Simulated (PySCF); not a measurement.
**Unknown compound**

The spectra below were simulated for a compound C9H14Si.

¹H NMR (400 MHz, computed): δ 6.68 (m, 1H), 6.37 (t, 1H), 6.21 (s, 1H), 5.56 (m, 1H), 5.46 (m, 1H), 4.46 (q, 2H), 2.29 (m, 2H), 2.27 (m, 2H), 0.25 (t, 3H).

¹³C{¹H} NMR (computed): δ 146.6 (CH), 146.4 (CH), 140.8 (C), 138.5 (C), 136.2 (CH), 118.5 (CH2), 28.0 (CH2), 24.0 (CH2), -9.4 (CH3).

Computational details: shielding tensors at PBE0/pcSseg-1 (GIAO), geometry from GFN2-xTB, in PySCF 2.14.0 with density-fitted response routines (equivalent nuclei averaged, relativity neglected, in vacuum, one conformer).

δ = σ(ref) − σ, references computed at the same level: TMS for ¹H and ¹³C.

**Question.** Which of these isomers gave the spectra?
A. C=C=C(C#C[SiH2]C)C(C)C
B. C=CC1=CC([SiH2]C)=CCC1
C. CCc1cccc(C[SiH3])c1

**Answer.** B. 

- Rings plus π bonds: 4 (1 ring in the answer).
- 9 carbon signals for 9 carbons: no two carbons are equivalent.
- Carbon types of the structure: 2 × C, 3 × CH, 3 × CH2, 1 × CH3, leaving 2 H on heteroatoms.
- δC 146.6, 146.4, 136.2: alkene CH; an sp2 carbon of a C=C bond.
- δC 140.8, 138.5: fully substituted alkene carbon; as expected for a trigonal carbon in a double bond.
- δC 118.5: terminal =CH2 carbon; an sp2 carbon of a C=C bond.
- δC -9.4: methyl carbon bonded to Si; an electropositive neighbour leaves it electron-rich and shielded.
- δH 6.68, 6.37, 6.21: hydrogen on an alkene CH; attached to an sp2 carbon and in the plane of the double bond.

The others: CCc1cccc(C[SiH3])c1 would give 8 signals for carbon-bound and other non-exchanging H, not 9; C=C=C(C#C[SiH2]C)C(C)C would give 8 carbon signals, not 9.

Shifts are as computed. Against solution values, carbons near 30 ppm lie about +3 ppm off and those near 130 ppm about +5 ppm. Of 1309 compounds with measured shifts, 239 miss one by over three times the rms of a fit or turn the order of signals round; such compounds aren't used in these exercises. No couplings were computed; multiplicities are counted from neighbouring protons, with m where these are inequivalent, close in shift, in a saturated or five-membered ring or joined by F or P, and br s for small geminal =CH2 splittings.
